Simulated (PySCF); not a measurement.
Excitations are Tamm–Dancoff values on a coarser integration grid. The basis has no diffuse functions, so Rydberg states are missing or too high.

Z-matrix (Å, degrees):
```
C
C 1 1.4148
N 2 1.3308 1 126.00
C 3 1.3385 2 116.52 1 0.00
C 4 1.3936 3 124.17 2 0.00
H 5 1.0939 4 120.46 3 -180.00
H 2 1.0965 3 116.12 4 -180.00
H 4 1.0966 3 116.51 2 180.00
C 5 1.4024 6 121.01 4 180.00
O 9 1.3426 5 121.85 6 0.00
H 10 0.9672 9 109.81 5 0.00
B 1 1.5358 2 120.13 7 0.00
H 12 1.2029 1 122.07 2 179.99
H 12 1.2073 13 119.51 1 180.00
```
Charge 0, multiplicity 1.

Question: Predict the brightest of the four lowest singlets (TDA), HOMO–LUMO gap, T1 excitation (TDA), HOMO, dipole moment, S1 excitation (TDA), LUMO and S1–T1 gap (TDA) from TPSSh-D3(BJ)/def2-TZVP // B3LYP-D3(BJ)/def2-SVP run with PySCF 2.14.0.

Answer: 
The brightest of the four lowest singlets (TDA) comes out as 5.31 eV. The HOMO–LUMO gap is 4.23 eV and the T1 excitation (TDA) comes out as 3.54 eV. The HOMO comes out as -6.73 eV and the dipole moment comes out as 3.44 D. The S1 excitation (TDA) is 3.66 eV and the LUMO is -2.50 eV. The S1–T1 gap (TDA) is 0.12 eV.
